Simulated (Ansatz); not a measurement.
`[SiH3][SiH]1CO1`, charge 0, multiplicity 1.

(1) Give a relaxed structure at PBE0-D4/def2-TZVP (Ansatz 0.2.0). (Estimate.)

Answers

(1) Ansatz gave: 
Cartesian coordinates in Å:
```
Si 0.319 0.235 1.764
Si -0.527 0.441 -0.396
C -0.064 -0.713 -1.717
O 0.602 0.584 -1.624
H 0.797 1.549 2.269
H -0.752 -0.264 2.669
H 1.446 -0.732 1.746
H -1.748 1.271 -0.558
H 0.603 -1.554 -1.541
H -0.677 -0.817 -2.611
```
This is one stationary point; other conformers may exist.
